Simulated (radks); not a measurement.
Values are calculated unless marked as measured or tabulated.
Neutral gallium inside a hard spherical wall (all orbitals vanish at R), configuration held at [Ar] 3d10 4s2 4p1 and not refilled when levels cross. Level of theory: scalar-relativistic Kohn-Sham, PBEsol, spin-polarised, spherical densities, point nucleus; open shells are filled with parallel spins first (a radial shooting solver on a logarithmic mesh with Libxc functionals). Eigenvalues in eV for spin up, with the zero of energy where the potential of the charges vanishes at infinity; a dash marks a level that is unbound or too diffuse for the functional's potential to be trusted. A positive occupied level is held by the wall or, in an anion where self-interaction has pushed it up, behind a barrier. The pressure on the wall is -dE/dV.

R (bohr),E (hartree),kinetic (hartree),e(3p),e(3d),e(4s),e(4p),"e(5s, empty)","e(5p, empty)",pressure (GPa)
free,-1942.46622,1975.294,-98.613,-19.116,-9.234,-2.872,-,-,0
15,-1942.46621,1975.294,-98.612,-19.114,-9.232,-2.870,-0.287,0.680,< 0.0001
6,-1942.43455,1975.458,-97.390,-17.913,-8.334,-1.550,7.606,12.684,2.16
4,-1942.14728,1976.606,-93.141,-13.797,-4.142,4.582,31.649,41.100,59.9
3.5,-1941.84541,1977.677,-90.373,-11.130,-0.601,9.378,48.475,59.808,164
3,-1941.18161,1979.912,-85.745,-6.640,6.367,18.330,77.918,91.642,512
2,-1934.87082,1999.793,-60.090,19.890,60.696,81.282,255.62,274.30,9380
